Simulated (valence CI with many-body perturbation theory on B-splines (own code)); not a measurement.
## Missing levels of Tc³⁶⁺

Method: relativistic CI+MBPT: five valence electrons over a frozen Dirac-Fock core [He], radial functions for each j: 9 s, 9 p, 8 d, 6 f, 3 g, 1 h, with the one-electron correlation potential Σ1, the two-electron term Σ2, the three-electron term Σ3, Breit, model QED; selected CI, second order for the rest (own B-spline code, finite nucleus).

No measured spectrum was set against this ion. As an estimate, large intervals hold to a few tenths of a per cent, small ones and those within an open d or f shell to about a per cent. Among the levels kept, up to 1900 cm⁻¹ of a level comes from second order outside the variational space, and about a tenth of that is noise between levels of different J, which matters for small intervals.

```tsv
Level	E (Ry)
(2s^2 2p1/2^2 2p3/2) J=3/2	0.000
(2s^2 2p1/2 2p3/2^2) J=3/2	?
(2s^2 2p1/2 2p3/2^2) J=5/2	9.310
(2s^2 2p1/2 2p3/2^2) J=1/2	10.913
(2s^2 2p3/2^3) J=3/2	19.067
(2s 2p1/2^2 2p3/2^2) J=5/2	?
(2s 2p1/2^2 2p3/2^2) J=1/2	23.396
(2s 2p1/2^2 2p3/2^2) J=3/2	23.465
(2s 2p1/2 2p3/2^3) J=3/2 [a]	29.414
(2s 2p1/2 2p3/2^3) J=5/2	31.181
(2s 2p1/2 2p3/2^3) J=1/2	32.980
(2s 2p1/2 2p3/2^3) J=3/2 [b]	?
(2s 2p3/2^4) J=1/2	42.426
(2p1/2^2 2p3/2^3) J=3/2	46.890
(2p1/2 2p3/2^4) J=1/2	56.107
(2s^2 2p1/2^2 3s) J=1/2	?
(2s^2 2p1/2^2 3p1/2) J=1/2	208.932
(2s^2 2p1/2^2 3p3/2) J=3/2	?
(2s^2 2p1/2 2p3/2 3s) J=3/2 [a]	?
(2s^2 2p1/2 2p3/2 3s) J=1/2	214.086
```

Levels are named by their leading jj configuration (3d3/2^4 stands for four electrons in 3d with j = 3/2), which in mixed levels can hold well under half, so a name can repeat and another be missing. Letters in brackets count levels of one name in rising energy.

(1) The levels stand in rising order. What does the calculation give for the missing energies?

## Answers

(1) (2s^2 2p1/2 2p3/2^2) J=3/2 8.117; (2s 2p1/2^2 2p3/2^2) J=5/2 19.851; (2s 2p1/2 2p3/2^3) J=3/2 [b] 33.858; (2s^2 2p1/2^2 3s) J=1/2 205.371; (2s^2 2p1/2^2 3p3/2) J=3/2 212.044; (2s^2 2p1/2 2p3/2 3s) J=3/2 [a] 213.672.
